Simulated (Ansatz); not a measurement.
One change: `OCBCl` becomes `O[CH2][AlH][Cl]`.

Ansatz, PBE0-D4/def2-TZVP geometries, multiplicity 1. Each molecule was computed in one conformer, which needn't be the lowest.

```json
{"property": "LUMO energy (B3LYP/def2-TZVPP) / eV", "`OCBCl`": "-1.69"}
{"property": "HOMO energy (PBE0/def2-TZVPP) / eV", "`OCBCl`": "-8.12"}
{"property": "zero-point energy (PBE0-D4/def2-TZVP) / kJ/mol", "`OCBCl`": "145.0"}
{"property": "LUMO energy (PBE0/def2-TZVPP) / eV", "`OCBCl`": "-1.47"}
{"property": "LUMO energy (PBE/def2-TZVPP) / eV", "`OCBCl`": "-2.45"}
{"property": "LUMO energy (ωB97M-V/def2-TZVPP) / eV", "`OCBCl`": "0.56"}
```

(1) What does the change do to each property? (Best estimate.)

## Answers

(1) Ansatz gave: 
| property | `O[CH2][AlH][Cl]` | shift |
| --- | --- | --- |
| LUMO energy (B3LYP/def2-TZVPP) / eV | -1.63 | 0.06 |
| HOMO energy (PBE0/def2-TZVPP) / eV | -7.67 | 0.45 |
| zero-point energy (PBE0-D4/def2-TZVP) / kJ/mol | 129.3 | -15.7 |
| LUMO energy (PBE0/def2-TZVPP) / eV | -1.41 | 0.06 |
| LUMO energy (PBE/def2-TZVPP) / eV | -2.17 | 0.28 |
| LUMO energy (ωB97M-V/def2-TZVPP) / eV | 0.20 | -0.36 |

With PBE0 the HOMO rises by 0.45 eV and the LUMO rises by 0.06 eV, so the gap narrows by about 0.39 eV. PBE moves the HOMO by 0.29 eV and ωB97M-V by 0.59 eV.

B3LYP here is the variant with VWN-RPA as its local correlation; programs differ in this.
